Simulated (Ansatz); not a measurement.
A run for Ansatz (a program for electronic structure): R-PBE/def2-TZVPP on C6H6 (SMILES c1ccccc1).

Ansatz 0.2 input:
```yaml
crystal:
  periodic: [false, false, false]
  atoms:
    - {symbol: C, position_ang: [-0.79491566, 1.14038598, 0.03309706]}
    - {symbol: C, position_ang: [-1.38447709, -0.11565882, -0.05768988]}
    - {symbol: C, position_ang: [-0.58955883, -1.25605167, -0.09078737]}
    - {symbol: C, position_ang: [0.79491566, -1.14038598, -0.03309706]}
    - {symbol: C, position_ang: [1.38447709, 0.11565882, 0.05768988]}
    - {symbol: C, position_ang: [0.58955883, 1.25605167, 0.09078737]}
    - {symbol: H, position_ang: [-1.41380502, 2.02824482, 0.05884996]}
    - {symbol: H, position_ang: [-2.46236920, -0.20569867, -0.10261506]}
    - {symbol: H, position_ang: [-1.04855967, -2.23395408, -0.16151210]}
    - {symbol: H, position_ang: [1.41380502, -2.02824482, -0.05884996]}
    - {symbol: H, position_ang: [2.46236920, 0.20569867, 0.10261506]}
    - {symbol: H, position_ang: [1.04855967, 2.23395408, 0.16151210]}
basis:
  gaussian:
    orbitals: def2-TZVPP
hamiltonian:
  xc: {name: PBE}
scf: {lower_state_search: off}
```

The log:

```
WARN ansatz: RAYON_NUM_THREADS=4 ignored (pool sized by the plan → 4); use --threads N
Functional definition: PBE
these checks for a lower state are left out or cut short: stability, starts, cluster_reference, orbital_swaps, neighbouring_geometries, increment
integrals: 0.20 GiB planned
1434 factors; their error is unknown
mean field: 1.61 GiB planned
mean field evaluation 1: about -6298.9188 eV, gradient 7.6e1 eV
mean field evaluation 2: about -6274.9896 eV, gradient 1.2e2 eV
mean field evaluation 4: about -6313.6412 eV, gradient 3.0e0 eV
mean field evaluation 8: about -6313.6575 eV, gradient 2.3e-2 eV
mean field evaluation 16: about -6313.6148 eV, gradient 4.4e-4 eV
mean field -6313.61475354 eV, -232.0210626708 hartree, gradient 8.0e-6 eV, S^2 0.000000; 0 other end points of the search recorded, 0 dependent functions left out
reference -6313.61479662 eV, -232.0210642541 hartree; 21, 21 occupied and 249, 249 virtual orbitals, 1434 factors
Total energy: -6313.61479662 eV, -232.0210642541 hartree
Checks for a lower state left out: stability, starts, cluster_reference, orbital_swaps, neighbouring_geometries, increment
```

The calculation finished and met its thresholds.

Cost: about 4 core-seconds (a rough figure).
